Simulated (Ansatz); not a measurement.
A structure relaxed at PBE-D4/def2-SVP in Ansatz, charge 0, singlet:

| atom | x (Å) | y (Å) | z (Å) |
| --- | --- | --- | --- |
| Zn1 | -0.695 | 0.427 | -0.296 |
| Zn2 | -3.074 | 1.282 | -0.383 |
| Zn3 | 1.854 | -0.315 | -0.462 |
| Se4 | 0.789 | 1.051 | -1.992 |
| Se5 | -0.610 | -0.885 | 1.650 |
| Se6 | 1.736 | -1.560 | 1.483 |

Task: Give its formula and point group.

Result: the cluster Zn3Se3. Point group Cs (tolerance 0.1 Å).

Task: Summarise the bond lengths by kind (pairs closer than 1.2 times the sum of covalent radii, bridged metal pairs left out).

Result: 4 × Se–Zn 2.31 to 2.35 Å; 1 × Zn–Zn 2.53 Å; 1 × Se–Se 2.45 Å.

Another isomer (singlet) lies 2.36 eV lower at PBE0-D4/def2-TZVP; other spin states weren't run for this one.
